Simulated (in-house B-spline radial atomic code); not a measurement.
Mn. Computed with a B-spline radial atomic code. Model: non-relativistic spherical atom: semilocal Troullier-Martins pseudo-atom, one channel per l, against all electrons, high spin, G0W0 and RPA with empty states to l = 8, local potential for every l without a channel, a model core (radius 0 = none) keeps its share of the functional.

What the tables leave out is listed at the end.

The pseudopotential gives back the lowest level of each angular momentum of its own functional in the configuration it was made in; a second state of the same l is only approximately right. Exact exchange, RPA and GW see the smooth pseudo-orbitals and miss the exchange with the core, for which the functional's share stands in. The column with an uncorrelated core keeps all orbitals and exact exchange, and so separates missing core correlation from pseudisation. Only the three outermost levels and the lowest empty one were computed. RPA here is direct RPA, with no exchange kernel, and its energies carry an (l + 1/2)⁻⁴ tail. A hybrid on a potential with a model core restores only its own semilocal share of the core's exchange.

Command:
```bash
python run_psgw.py task.json out
```
Settings (lengths in bohr, energies in hartree):
```
Z                      25
electrons              25
configuration          [Ar] 3d5 4s2
generated_in           [Ar] 3d5 4s2
functional             pbe,pbe
core_shells            3
radius_factor          1.15
core_correction        True
ion_configuration      [Ar] 3d5 4s1
```

Time taken, with all properties: 30 s on 1 thread of Intel(R) Xeon(R) 6975P-C (Granite Rapids), on a shared host.

Given: made with PBE; model core radius 0.432 bohr; local radius 1.118 bohr; mean-field start PBE.

Valence shells of the generating configuration: 3s, 3p, 3d, 4s.

Channel: s 0.853, p 0.87, d 2.618 (radii in bohr).

Computed: largest level miss in the spin-unpolarised generating configuration 0.046 eV; valence RPA correlation energy all-electron orbitals -0.94883 hartree; valence RPA correlation energy pseudo -0.85649 hartree; all-electron RPA polarisability, core included 54.219 bohr³; ionisation by mean-field all-electron 7.1607 eV; ionisation by RPA all-electron 7.779 eV; ionisation by RPA pseudo minus all 0.044 eV.

| level | occupied | mean-field all-electron (eV) | mean-field pseudo minus all (eV) | G0W0 all-electron (eV) | G0W0 uncorrelated core minus all (eV) | G0W0 pseudo minus all (eV) | exchange self-energy all-electron (eV) | exchange self-energy pseudo (eV) |
| --- | --- | --- | --- | --- | --- | --- | --- | --- |
| 4s down | 1 | -4.4174 | -0.017 | -7.3192 | 0.006 | -0.058 | -8.5717 | -8.2298 |

**Question.** What is the ionisation by mean-field pseudo minus all?

**Answer.** 0.014 eV.

**Question.** What is the pseudo-atom RPA polarisability?

**Answer.** 53.832 bohr³.

Given: mean-field start PBE0.

Computed: valence RPA correlation energy pseudo -0.80801 hartree; all-electron RPA polarisability, core included 47.858 bohr³; pseudo-atom RPA polarisability 47.411 bohr³; ionisation by mean-field all-electron 7.024 eV; ionisation by mean-field pseudo minus all 0.013 eV; ionisation by RPA all-electron 7.4966 eV.

```
  level  occupied  mean-field all-electron (eV)  mean-field pseudo minus all (eV)  G0W0 all-electron (eV)  G0W0 uncorrelated core minus all (eV)  G0W0 pseudo minus all (eV)  exchange self-energy all-electron (eV)  exchange self-energy pseudo (eV)
4s down         1                       -5.0621                            -0.016                  -7.373                                  0.006                      -0.062                                 -8.4204                           -8.1012
  4s up         1                       -6.0612                            -0.067                  -8.432                                  0.007                      -0.175                                 -10.587                           -10.382
```

**Question.** What is the ionisation by RPA pseudo minus all?

**Answer.** 0.065 eV.

**Question.** What is the valence RPA correlation energy all-electron orbitals?

**Answer.** -0.88991 hartree.

Among the listed levels the largest G0W0 shift of the pseudo-atom is -0.17 eV, for 4s up on the PBE0 start, while leaving the core uncorrelated moves that level by +0.01 eV. So pseudisation and the lost core exchange, not the missing core correlation, make the error. Not in the tables (levels of low weight, unsolved or above zero; the highest and the empty levels are kept at any weight): on PBE the G0W0 levels 4s up (pseudo minus all -0.19 eV, weights 0.69 and 0.65), 3d up (pseudo minus all -0.04 eV, weights 0.03 and 0.07), 3d down (pseudo minus all +0.48 eV, weights 0.44 and 0.47); on PBE0 the G0W0 levels 3d up (pseudo minus all -0.09 eV, weights 0.59 and 0.54), 3d down (pseudo minus all +0.08 eV, weights 0.70 and 0.75); no Hartree-Fock pseudo-atom is run with a model core.
